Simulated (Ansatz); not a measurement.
Reaction (ligand exchange at a Ga–C bond): `N=C=[CH][GaH2]` + H₂S → `[SH][GaH2]` + `C=C=N`

Program: Ansatz. Geometries: PBE0-D4/def2-TZVP. ΔE: electronic, gas phase. CCSD(T)/CBS is the MP2 limit (def2-TZVPP, def2-QZVPP) plus CCSD(T) − MP2 in def2-TZVPP, frozen cores. This one scheme is used for every species. DFT in def2-TZVPP. B3LYP here is the variant with VWN-RPA as its local correlation; programs differ in this. HSE06 is defined as in plane-wave codes. For Ga outer-core shells are correlated without core-valence functions, which leaves a few kJ/mol of doubt a bond. Scalar relativity is left out up to krypton. Each species was taken in one conformer, which may not be the lowest.

`N=C=[CH][GaH2]`:

```xyz
8

N    -1.088    1.878   -0.621
C    -0.779    0.883    0.002
C    -0.322   -0.125    0.702
Ga    1.210   -1.104    0.049
H    -1.782    1.805   -1.356
H    -0.825   -0.375    1.629
H     1.746   -2.298    0.907
H     1.841   -0.663   -1.312
```

H₂S:

```xyz
3

S    -0.184   -0.579    0.122
H    -0.831    0.576   -0.097
H     1.015    0.003   -0.025
```

`[SH][GaH2]`:

Z-matrix (Å, degrees):
```
Ga
S 1 2.199
H 1 1.559 2 115.2
H 1 1.560 2 118.1 3 -180.0
H 2 1.343 1 95.0 3 180.0
```

`C=C=N`:

```xyz
6

C     0.187    0.133   -0.943
C     0.074   -0.082    0.340
N     0.083   -0.310    1.536
H     0.014   -0.669   -1.646
H     0.443    1.118   -1.309
H    -0.802   -0.190    2.023
```

```tsv
level	ΔE (kcal/mol)	difference from CCSD(T)/CBS
LDA (SPW92)	-14.7	0.3
PBE-D4	-15.3	-0.3
BLYP-D4	-14.9	0.1
r2SCAN-D4	-15.4	-0.4
B97M-V	-15.6	-0.6
PBE0-D4	-15.7	-0.7
B3LYP-D4	-15.4	-0.4
r2SCANh-D4	-15.5	-0.5
r2SCAN0-D4	-15.8	-0.8
HSE06-D4	-15.7	-0.7
CAM-B3LYP-D4	-15.4	-0.4
ωB97X-V	-15.6	-0.6
ωB97M-V	-15.7	-0.7
B2PLYP	-15.2	-0.2
PBE-QIDH	-15.2	-0.2
PBE	-15.7	-0.7
revPBE	-15.8	-0.8
BLYP	-15.7	-0.7
r2SCAN	-15.5	-0.5
PBE0	-16.0	-1.0
B3LYP	-16.0	-1.0
r2SCANh	-15.7	-0.7
r2SCAN0	-15.9	-0.9
HSE06	-16.0	-1.0
BHLYP	-16.4	-1.4
CAM-B3LYP	-15.8	-0.8
HF/def2-SVP	-17.2	-2.2
MP2/def2-SVP	-14.3	0.7
CCSD/def2-SVP	-16.1	-1.1
CCSD(T)/def2-SVP	-15.6	-0.6
HF/def2-TZVPP	-17.1	-2.1
MP2/def2-TZVPP	-13.6	1.4
SCS-MP2/def2-TZVPP	-14.2	0.8
CCSD/def2-TZVPP	-15.1	-0.1
CCSD(T)/def2-TZVPP	-14.7	0.3
MP2/def2-QZVPP	-13.7	1.3
SCS-MP2/def2-QZVPP	-14.4	0.6
HF/CBS(def2)	-16.9	-1.9
MP2/CBS(def2)	-13.9	1.1
CCSD/CBS(def2)	-15.4	-0.4
CCSD(T)/CBS	-15.0	0
```

Largest T1 diagnostic among the species: 0.015.

Leaving LDA and LC-ωPBE aside and taking each functional with its dispersion term where it has one, the values, not all of them listed here, spread over 1.2 kcal/mol, from BHLYP-D4 to revPBE-D4. LDA lies +0.9 kcal/mol from PBE without D4. In def2-TZVPP, CCSD(T) changes the Hartree–Fock value by +2.5 kcal/mol (the triples alone add +0.4 kcal/mol) and MP2 by +3.5 kcal/mol.
